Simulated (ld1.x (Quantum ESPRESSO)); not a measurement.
Transferability test, PAW potential for rhodium

rhodium, PAW, made with ld1.x (Quantum ESPRESSO) 7.5 (PBE, non-relativistic). Core [Ar] 3d10, reference 4s2 4p6 4d7 5s2 5p0. Waves: 4s (bound): rcut 1.30, rcutus 1.35 bohr; 5s (bound): rcut 1.30, rcutus 1.35 bohr; 4p (bound): rcut 1.85, rcutus 2.40 bohr; 5p (bound, empty): rcut 1.85, rcutus 2.40 bohr; 4d (bound): rcut 1.10, rcutus 1.55 bohr; 4d channel at 1.1 Ry: rcut 1.10, rcutus 1.55 bohr. Local part: all-electron potential smoothed inside 1.65 bohr (lloc = -1). Core correction: a·sin(br)/r model core inside 1.10 bohr. Augmentation charge: BG, radius 1.00 bohr.

Energies are relative to the spin-unpolarised reference configuration 4s2 4p6 4d7 5s2 5p0; without spin polarisation the order of configurations can differ from experiment.

| valence configuration | charge | ΔE all-electron (eV) | error AE − PS (meV) |
| --- | --- | --- | --- |
| 4s2 4p6 4d8 5s1 5p0 | 0 | -3.335 | +0.3 |
| 4s2 4p6 4d8 5s0 5p0 | +1 | 3.632 | +6.5 |
| 4s2 4p6 4d6 5s0 5p0 | +3 | 56.334 | +39 |
| 4s2 4p6 4d8 5s0.5 5p0 | +0.5 | -0.631 | +2.1 |
| 4s2 4p5 4d8 5s1 5p0 | +1 | 51.976 | +1665 |
| 4s2 4p6 4d9 5s0 5p0 | 0 | -4.860 | +0.1 |

Q: What are ΔE and the potential's error for 4s2 4p6 4d7 5s0 5p0?

A: ΔE = 23.414 eV all-electron; the error (AE − PS) is +22 meV.

Levels in the configuration 4s2 4p6 4d7 5s0 5p0:

```json
{"level": "4s", "all-electron (eV)": "-97.771", "pseudo (eV)": "-97.485"}
{"level": "4p", "all-electron (eV)": "-69.813", "pseudo (eV)": "-70.061"}
{"level": "4d", "all-electron (eV)": "-26.086", "pseudo (eV)": "-26.067"}
```

These tests converged, but a pseudo level misses the all-electron one widely, so the file describes the atom poorly there or has found another state: 4s2 4p6 4d7 5s0 5p0: empty 5p by 8.1 eV; 4s2 4p5 4d8 5s1 5p0: 4p by 5.1 eV (a node warning on the way).
